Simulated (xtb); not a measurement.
pyridine (C5H5N), singlet, geometry from GFN2-xTB; GFN2-xTB with ALPB(chcl3) (xtb).

xtb was given this input:
```
$ xtb mol.xyz --gfn 2 --alpb chcl3 --json

# file mol.xyz
11

N      0.00742982    -0.00202824     1.39890042
C     -0.00729504     0.00199145    -1.37352275
C      0.00593743     1.13226510     0.72050688
C      0.00169873    -1.13434967     0.71724306
C     -0.00577111    -1.19111707    -0.66858228
C     -0.00131259     1.19305082    -0.66514919
H     -0.01303551     0.00355852    -2.45435009
H      0.01080092     2.03373642     1.31980399
H      0.00318739    -2.03755505     1.31394154
H     -0.01026046    -2.14122739    -1.18042206
H     -0.00224565     2.14464139    -1.17425062
```

It wrote (shortened):

```
   ID    Z sym.   atoms
    1    7 N      1
    2    6 C      2-6
    3    1 H      7-11

           -------------------------------------------------
          |                Calculation Setup                |
           -------------------------------------------------

           -------------------------------------------------
          |                 G F N 2 - x T B                 |
           -------------------------------------------------

      * Solvation model:               ALPB
        Solvent                        chcl3
        Parameter file                 internal GFN2-xTB/ALPB
        Dielectric constant                4.8100E+00
        Reference state                gsolv [1 M gas/solution]
        Free energy shift                  3.8910E-03 Eh       2.4417E+00 kcal/mol
        Temperature                        2.9815E+02 K
        Density                            1.4900E+00 kg/L
        Solvent mass                       1.1938E+02 g/mol
        Interaction kernel             P16
        Born radius scaling (c1)           1.3274E+00
        Born radii integrator          GBOBC
        Born offset                        0.0000E+00 a0       0.0000E+00 AA
        H-bond correction              false
        Ion screening                  false
        Surface tension                    1.0000E-05 Eh       1.5569E+01 dyn/cm
        Grid points                               230 per atom

          ...................................................
          :                      SETUP                      :
          :.................................................:
          :  # basis functions                  29          :
          :  # atomic orbitals                  29          :
          :  # shells                           17          :
          :  # electrons                        30          :
          :  max. iterations                   250          :
          :  Hamiltonian                  GFN2-xTB          :
          :  restarted?                      false          :
          :  GBSA solvation                   true          :
          :  PC potential                    false          :
          :  electronic temp.          300.0000000     K    :
          :  accuracy                    1.0000000          :
          :  -> integral cutoff          0.2500000E+02      :
          :  -> integral neglect         0.1000000E-07      :
          :  -> SCF convergence          0.1000000E-05 Eh   :
          :  -> wf. convergence          0.1000000E-03 e    :
          :  Broyden damping             0.4000000          :
          :  net charge                          0          :
          :  unpaired electrons                  0          :
          ...................................................

 iter      E             dE          RMSdq      gap      omega  full diag
   1    -16.4366970 -0.164367E+02  0.505E+00    3.82       0.0  T
   2    -16.4426991 -0.600207E-02  0.303E+00    3.48       1.0  T
   3    -16.4398632  0.283595E-02  0.758E-01    3.37       1.0  T
   4    -16.4439008 -0.403768E-02  0.190E-01    3.26       1.0  T
   5    -16.4440011 -0.100288E-03  0.617E-02    3.26       1.0  T
   6    -16.4440205 -0.193554E-04  0.233E-02    3.27       1.3  T
   7    -16.4440210 -0.465004E-06  0.861E-03    3.27       3.5  T
   8    -16.4440210 -0.847658E-07  0.178E-03    3.27      17.0  T
   9    -16.4440210 -0.843002E-09  0.446E-04    3.27      67.6  T
  10    -16.4440210 -0.113990E-08  0.156E-04    3.27     193.8  T

   *** convergence criteria satisfied after 10 iterations ***

         :::::::::::::::::::::::::::::::::::::::::::::::::::::
         ::                     SUMMARY                     ::
         :::::::::::::::::::::::::::::::::::::::::::::::::::::
         :: total energy             -16.158319645359 Eh    ::
         :: total w/o Gsasa/hb       -16.151737225971 Eh    ::
         :: gradient norm              0.004549561064 Eh/a0 ::
         :: HOMO-LUMO gap              3.266851886138 eV    ::
         ::.................................................::
         :: SCC energy               -16.444016638890 Eh    ::
         :: -> isotropic ES            0.009469136447 Eh    ::
         :: -> anisotropic ES          0.002363828924 Eh    ::
         :: -> anisotropic XC          0.016505089232 Eh    ::
         :: -> dispersion             -0.007218521256 Eh    ::
         :: -> Gsolv                  -0.008579748532 Eh    ::
         ::    -> Gelec               -0.001997329144 Eh    ::
         ::    -> Gsasa               -0.010473438632 Eh    ::
         ::    -> Ghb                  0.000000000000 Eh    ::
         ::    -> Gshift               0.003891019244 Eh    ::
         :: repulsion energy           0.285696993531 Eh    ::
         :: add. restraining           0.000000000000 Eh    ::
         :: total charge              -0.000000000000 e     ::
         :::::::::::::::::::::::::::::::::::::::::::::::::::::

           -------------------------------------------------
          |                Property Printout                |
           -------------------------------------------------

    * Orbital Energies and Occupations

         #    Occupation            Energy/Eh            Energy/eV
      -------------------------------------------------------------
         1        2.0000           -0.6659112             -18.1204
       ...           ...                  ...                  ...
         3        2.0000           -0.6302741             -17.1506
         4        2.0000           -0.5930425             -16.1375
         5        2.0000           -0.5866442             -15.9634
         6        2.0000           -0.5418431             -14.7443
         7        2.0000           -0.5185427             -14.1103
         8        2.0000           -0.5096870             -13.8693
         9        2.0000           -0.5070346             -13.7971
        10        2.0000           -0.4892288             -13.3126
        11        2.0000           -0.4731937             -12.8763
        12        2.0000           -0.4410671             -12.0020
        13        2.0000           -0.4402575             -11.9800
        14        2.0000           -0.4206190             -11.4456
        15        2.0000           -0.3724387             -10.1346 (HOMO)
        16                         -0.2523841              -6.8677 (LUMO)
        17                         -0.2399254              -6.5287
        18                         -0.1135702              -3.0904
        19                          0.1152660               3.1365
        20                          0.1258469               3.4245
        21                          0.1565498               4.2599
        22                          0.1777380               4.8365
        23                          0.1790345               4.8718
        24                          0.2985404               8.1237
        25                          0.3875449              10.5456
        26                          0.4172280              11.3534
       ...                                ...                  ...
        29                          0.6160480              16.7635
      -------------------------------------------------------------
                  HL-Gap            0.1200546 Eh            3.2669 eV
             Fermi-level           -0.3124114 Eh           -8.5011 eV

     #   Z          covCN         q      C6AA      α(0)
     1   7 N        1.836    -0.251    27.393     7.756
     2   6 C        2.929    -0.010    28.278     8.721
     3   6 C        2.915     0.060    26.654     8.466
     4   6 C        2.915     0.060    26.654     8.466
     5   6 C        2.914    -0.039    28.962     8.825
     6   6 C        2.914    -0.039    28.962     8.825
     7   1 H        0.926     0.045     2.381     2.413
     8   1 H        0.925     0.042     2.425     2.435
     9   1 H        0.925     0.042     2.425     2.435
    10   1 H        0.926     0.045     2.381     2.413
    11   1 H        0.926     0.045     2.381     2.413

 Mol. C6AA /au·bohr⁶  :       1549.036739
 Mol. C8AA /au·bohr⁸  :      37404.649411
 Mol. α(0) /au        :         63.168438

Wiberg/Mayer (AO) data.
largest (>0.10) Wiberg bond orders for each atom

 ---------------------------------------------------------------------------
     #   Z sym  total        # sym  WBO       # sym  WBO       # sym  WBO
 ---------------------------------------------------------------------------
     1   7 N    3.055 --     3 C    1.438     4 C    1.438     2 C    0.103
     2   6 C    3.990 --     6 C    1.442     5 C    1.442     7 H    0.969
                             1 N    0.103
     3   6 C    3.981 --     1 N    1.438     6 C    1.427     8 H    0.964
                             5 C    0.117
     4   6 C    3.981 --     1 N    1.438     5 C    1.427     9 H    0.964
                             6 C    0.117
     5   6 C    3.992 --     2 C    1.442     4 C    1.427    10 H    0.970
                             3 C    0.117
     6   6 C    3.992 --     2 C    1.442     3 C    1.427    11 H    0.970
                             4 C    0.117
     7   1 H    0.998 --     2 C    0.969
     8   1 H    0.998 --     3 C    0.964
     9   1 H    0.998 --     4 C    0.964
    10   1 H    0.998 --     5 C    0.970
    11   1 H    0.998 --     6 C    0.970
 ---------------------------------------------------------------------------

Topologies differ in total number of bonds
Writing topology from bond orders to xtbtopo.mol

molecular dipole:
                 x           y           z       tot (Debye)
 q only:       -0.003       0.001      -0.579
   full:       -0.005       0.001      -0.945       2.403
molecular quadrupole (traceless):
                xx          xy          yy          xz          yz          zz
 q only:       -1.542       0.008       2.771       0.002       0.006      -1.229
  q+dip:       -3.878       0.017       5.282       0.013       0.010      -1.404
   full:       -1.207       0.010       4.223      -0.010       0.010      -3.016

           -------------------------------------------------
          | TOTAL ENERGY              -16.158319645359 Eh   |
          | GRADIENT NORM               0.004549561064 Eh/α |
          | HOMO-LUMO GAP               3.266851886138 eV   |
           -------------------------------------------------

normal termination of xtb
```
